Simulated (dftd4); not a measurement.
C3F3, doublet, at a GFN2-xTB geometry; D4 for pbe (dftd4).

Input for dftd4:
```
$ dftd4 mol.xyz --func pbe --charge 0 --json dftd4.json --noedisp

# file mol.xyz
6

C      2.40424185     0.02022529     0.08481996
C      1.21200987     0.01019583     0.04275885
C     -0.26204028    -0.00220437    -0.00924460
F     -0.70984126    -0.97704858    -0.80217770
F     -0.78714150    -0.19345774     1.20206903
F     -0.73915819     1.15169515    -0.47878081
```

### Question
What does dftd4 print? Leave out banner, timings and long lists.

### Answer

```
                    ____  _____ _____     ____  _  _
      -------------|  _ \|  ___|_   _|---|  _ \| || |------------
     |             | | | | |_    | | ___ | | | | || |_           |
     |             | |_| |  _|   | ||___|| |_| |__   _|          |
     |             |____/|_|     |_|     |____/   |_|            |
     |             ===================================           |
     |            E. Caldeweyher, S. Ehlert & S. Grimme          |
     |          Mulliken Center for Theoretical Chemistry        |
     |                    University of Bonn                     |
      -----------------------------------------------------------

Rational (Becke-Johnson) damping: pbe-D4-ATM
---------------------
  s6         1.0000
  s8         0.9595
  s9         1.0000
  a1         0.3857
  a2         4.8069
 alp        16.0000
--------------------

Dispersion energy:      -4.0080065422137E-03 Eh

[Info] JSON dump of results written to 'dftd4.json'
```
